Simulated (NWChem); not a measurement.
# C$_{3}$H$_{3}$NO$_{2}$; SMILES o1ccoc1=N

Computed with NWChem. Pople sets run with spherical d functions. The geometry was optimised at B3LYP/6-31G* (spherical d). Level: B3LYP/6-31G* with SMD (1 M gas to 1 M solution), gas-phase geometry.

For solvent water:

```yaml
solvation free energy (kcal/mol): -6.1
cavity-dispersion-structure term (kcal/mol): 3.7
dipole in solution (D): 4.88
```

What are these values for solvent toluene?


| Quantity | Result |
|---|---|
| solvation free energy (kcal/mol) | -3.4 |
| cavity-dispersion-structure term (kcal/mol) | 1.2 |
| dipole in solution (D) | 4.33 |
